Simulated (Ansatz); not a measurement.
Mulliken charges of BClH₅NSi₂, SMILES `BN1[SiH2][SiH]1Cl` from ωB97M-V/def2-TZVPP in Ansatz (PBE0-D4/def2-TZVP geometry).

```tsv
atom	x (Å)	y (Å)	z (Å)	charge (e)
B1	-0.810	1.210	0.960	-0.150
N2	-0.135	0.225	0.216	-0.226
Si3	0.232	-1.510	0.271	0.161
Si4	0.846	0.029	-1.214	0.321
Cl5	-0.103	0.312	-3.003	-0.188
H6	-0.835	2.341	0.560	0.047
H7	-1.349	0.909	1.989	0.044
H8	-0.927	-2.409	0.054	0.000
H9	1.055	-1.957	1.422	-0.007
H10	2.108	0.798	-1.252	-0.002
```

Question: By hand: the dipole of these point charges (1 e Å = 4.8032 D).

Answer: Σ q r = (0.370, -0.363, 0.132) e Å, of length 0.535 e Å = 2.57 D.

Question: How does the dipole of the full density compare? (Estimate.)

Answer: Computed: (0.217, -0.260, 0.083) e Å, 1.67 D; the point charges give 1.54 times that, at 6° from its direction.

Point charges leave out the atoms' own dipoles, such as those of lone pairs, and Mulliken's split depends on the basis, so the two needn't agree.
